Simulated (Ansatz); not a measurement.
Calculated with Ansatz (gas phase, PBE0-D4/def2-TZVP geometries, no zero-point term in ΔE). CCSD(T)/CBS is the MP2 limit (def2-TZVPP, def2-QZVPP) plus CCSD(T) − MP2 in def2-TZVPP, frozen cores. Double bonds are as drawn, so ΔE can hold a change between cis and trans. Functionals use def2-TZVPP. One conformer a species, not always the lowest.

Consider the ligand exchange at the Si–C bond: `O/C=C(\Cl)[SiH2]O` + `O[Si](O)(O)S` → `O[SiH2]S[Si](O)(O)O` + `O/C=C\Cl`.

Task: Is it downhill or uphill in electronic energy at CCSD(T)/CBS, and by how much? (An estimate is asked.)

Result: Ansatz gave: Downhill: ΔE = -0.61 eV.

Task: What do these levels give: PBE-D4, PBE0-D4, PBE, r2SCAN, HF/def2-TZVPP, CCSD/CBS(def2)? (Best estimate.)

Result: Computed: PBE-D4 -0.66, PBE0-D4 -0.66, PBE -0.61, r2SCAN -0.65, HF/def2-TZVPP -0.50, CCSD/CBS(def2) -0.59 eV.

Largest T1 diagnostic among the species: 0.013.

The D4 term adds −0.08 eV with B3LYP and −0.04 eV with PBE0; it sums over pairs of atoms, weighted by their polarisabilities, and B3LYP, whose exchange is more repulsive, gets the larger term. In def2-TZVPP, CCSD(T) changes the Hartree–Fock value by −0.10 eV (the triples alone add −0.02 eV) and MP2 by −0.12 eV.

B3LYP here is the variant with VWN-RPA as its local correlation; programs differ in this.
